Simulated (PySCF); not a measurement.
**Correlation energy of B⁻ (boron, charge -1)**

[He] 2s2 2p2, high-spin 3P determinant. All numbers are calculated (PySCF 2.14, scalar relativity by spin-free X2C-1e, in aug-cc-pCVTZ-DK). Frozen: nothing; 6 electrons correlated.

```json
{"level": "CCSD", "correlation energy (mhartree)": "-128.35"}
{"level": "(T)", "correlation energy (mhartree)": "-4.03"}
{"level": "CCSD(T)", "correlation energy (mhartree)": "-132.38"}
```

Diagnostics: T1 = 0.017, D1 = 0.0352, largest double amplitude 0.103.

Cost of the coupled-cluster step: of the order of 8 core-seconds, for 6 correlated electrons.
